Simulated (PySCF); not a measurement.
Ligand exchange on a metal centre used in film growth or etching (Hf H-SH). All species are isolated molecules in the gas phase. One relaxed conformer stands for each flexible species; it need not be the lowest.

All values below come from PBE-D3(BJ)/def2-TZVP // BP86-D3(BJ)/def2-SVP run with PySCF. 

```csv
species,coordination number,charge on the central atom (Mulliken) (e)
0 of 4 H replaced by SH ([Hf(H)4]),?,0.69
1 of 4 H replaced by SH ([Hf(H)3(SH)]),4,0.69
2 of 4 H replaced by SH ([Hf(H)2(SH)2]),4,?
4 of 4 H replaced by SH,4,0.84
```

Task: Complete the blanks.

Result: 
- 0 of 4 H replaced by SH ([Hf(H)4]), coordination number: 4
- 2 of 4 H replaced by SH ([Hf(H)2(SH)2]), charge on the central atom (Mulliken) (e): 0.74
